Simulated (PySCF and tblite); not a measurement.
Results of a calculation; reference values are marked as such.
2 diastereomers of C11H18Cl2, numbered alike:

| isomer | SMILES | descriptors (one enantiomer) |
| --- | --- | --- |
| A | [CH2:1]=[CH:2][C@:3]([Cl:4])([CH2:5][CH3:6])[CH2:7][C@:8]([Cl:9])([CH:10]=[CH2:11])[CH2:12][CH3:13] | 3S, 8S |
| B | [CH2:1]=[CH:2][C@@:3]([Cl:4])([CH2:5][CH3:6])[CH2:7][C@:8]([Cl:9])([CH:10]=[CH2:11])[CH2:12][CH3:13] | 3R, 8S |

Each isomer is a Boltzmann average at 298.15 K over at most 6 conformers: GFN2-xTB geometries, energies PBE0/6-31G* (D3(BJ) added where defined), GIAO shieldings PBE0/6-31G*, GFN2-xTB thermal terms. Programs: PySCF with density fitting and tblite.

(1) What shifts does each isomer give (ppm; of two unlike H on one atom, a is the less shielded)?

(2) Which carbons tell the isomers apart best?

The conformer set may be incomplete (the search or the number kept was capped). Shifts are unscaled: against experiment ¹³C can be off by 15 ppm or more and ¹H by 0.8 ppm. The minima are those of GFN2-xTB; planar forms about aryl–S or allylic bonds may be saddles in DFT.

Answers

(1) 
A: ¹H (against TMS): 6.30 (H2/H10, 2H), 5.67 (H1a/H11a, 2H), 5.34 (H1b/H11b, 2H), 2.80 (H7, 2H), 2.13 (H5a/H12a, 2H), 1.97 (H5b/H12b, 2H), 1.07 (H6/H13, 6H). ¹³C (against TMS): 138.1 (C2/C10), 113.6 (C1/C11), 73.9 (C3/C8), 60.8 (C7), 37.6 (C5/C12), 11.2 (C6/C13).

B: ¹H (against TMS): 6.42 (H2/H10, 2H), 5.51 (H1a/H11a, 2H), 5.26 (H1b/H11b, 2H), 2.66 (H7a, 1H), 2.50 (H7b, 1H), 2.30 (H5a/H12a, 2H), 1.93 (H5b/H12b, 2H), 1.07 (H6/H13, 6H). ¹³C (against TMS): 136.6 (C2/C10), 111.2 (C1/C11), 73.9 (C3/C8), 51.1 (C7), 35.8 (C5/C12), 10.9 (C6/C13).

(2) C7: 60.8 in A, 51.1 in B; C1: 113.6 in A, 111.2 in B ppm.
